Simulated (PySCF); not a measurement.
C₃H₄Cl₂OSi.
SMILES with atom numbers: `[CH:1]#[C:2][Si@@H:3]([OH:4])[CH:5]([Cl:6])[Cl:7]` (hydrogens: H8 on C1; H9 on Si3; H10 on O4; H11 on C5)

Method: PBE0-D3(BJ)/def2-SVP geometry optimisation, gas phase in PySCF; density fitting, grid level 1; the optimiser is geomeTRIC in internal coordinates, started from a GFN2-xTB structure with every atom displaced at random (about 0.01 Å).

Geometry at step 0:
```
atom  x, y, z in Å
C1      2.5629   -1.0343    0.2235
C2      1.5769   -0.3010    0.0883
Si3     0.0909    0.8065   -0.1211
O4     -0.2581    1.0848   -1.6524
C5     -1.3138   -0.1807    0.7497
Cl6    -1.6788   -1.6418   -0.1801
Cl7    -2.7680    0.8206    0.8782
H8      3.3954   -1.6308    0.3262
H9      0.2491    2.1319    0.4971
H10    -0.7302    0.4281   -2.1846
H11    -1.0882   -0.5091    1.7787
```

Task: Give the atomic forces at this geometry.

Result: 
```csv
atom,Fx (eV/Å),Fy (eV/Å),Fz (eV/Å)
C1,-3.259,2.446,-0.435
C2,1.156,-0.684,0.162
Si3,0.611,-1.064,1.887
O4,-0.735,0.057,-2.098
C5,0.111,0.206,0.310
Cl6,0.127,-0.379,-0.317
Cl7,-0.293,0.406,0.035
H8,1.715,-1.279,0.231
H9,0.157,0.066,0.232
H10,0.230,0.160,0.205
H11,0.181,0.065,-0.212
```

The largest, 4.10 eV/Å, acts on C1; the rms over all components is 1.018 eV/Å. The forces sum to zero within rounding, as they must for an isolated molecule in no field.

Task: Give the force on C1 in Eh/bohr and in nN.

Result: 4.098 eV/Å ÷ 51.422 = 0.07970 Eh/bohr, and 4.098 eV/Å × 1.602 = 6.57 nN.

Task: How far is this geometry from the end of the optimisation?

Result: 0.178 eV above it, and 0.081 Å rms away after alignment. The bonds farthest from their final lengths, with half the difference of the two atoms' forces along the bond (positive lengthens):

```tsv
bond	now (Å)	final (Å)	force along bond (eV/Å)
Si3–O4	1.595	1.650	+2.16
C1–H8	1.029	1.076	+3.12
C2–Si3	1.865	1.833	+0.01
C5–Cl6	1.770	1.792	+0.40
C1≡C2	1.236	1.217	-2.72
Si3–C5	1.925	1.907	-0.50
```

The angle farthest from its final value is Si3–O4–H10, 121.1° against 115.7°.

Of the 6 listed bonds off by 0.010 Å or more, this force points towards the final length in 5.

What follows is the cost of the whole optimisation. Time: 83 s of wall time; peak memory 0.55 GiB. Hardware: one thread of an Arm Neoverse V1, on a shared host.
